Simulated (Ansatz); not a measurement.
Reactions of C4H7ClO, SMILES `CC(Cl)=CCO`.

Calculated with Ansatz (gas phase, PBE0-D4/def2-TZVP geometries, no zero-point term in ΔE). CCSD(T)/CBS adds triple-zeta CCSD(T) − MP2 to the extrapolated MP2 energy (def2 sets, frozen cores). This one scheme is used for every species. Double bonds are as drawn, so ΔE can hold a change between cis and trans. DFT in def2-TZVPP. Elements past krypton have def2 core potentials. For Te outer-core shells are correlated without core-valence functions, which leaves a few kJ/mol of doubt a bond. Each species was taken in one conformer, which may not be the lowest.

| reaction | CCSD(T)/CBS(def2) (kJ/mol) |
| --- | --- |
| `C/C(Cl)=C/CO` + `FC[SiH](F)Cl` → `C[C@H](F)[Si@H](F)Cl` + `OC/C=C/Cl` | 6 |
| `C/C(Cl)=C/CO` + `[SiH3][SiH2][TeH]` → `C[Te][SiH2][SiH3]` + `OC/C=C/Cl` | 10 |
| `C/C(Cl)=C/CO` + `N[SiH3]` → `OCN[SiH3]` + `C=C(C)Cl` | 18 |
| `C/C(Cl)=C/CO` + `OCO` → `OCOCO` + `C=C(C)Cl` | ? |

Problem. Fill in the missing values. (Estimate.)

Solution. Computed: `C/C(Cl)=C/CO` + `OCO` → `OCOCO` + `C=C(C)Cl`: +20.5 kJ/mol.

Largest T1 diagnostic: 0.012, for `[SiH3][SiH2][TeH]`.
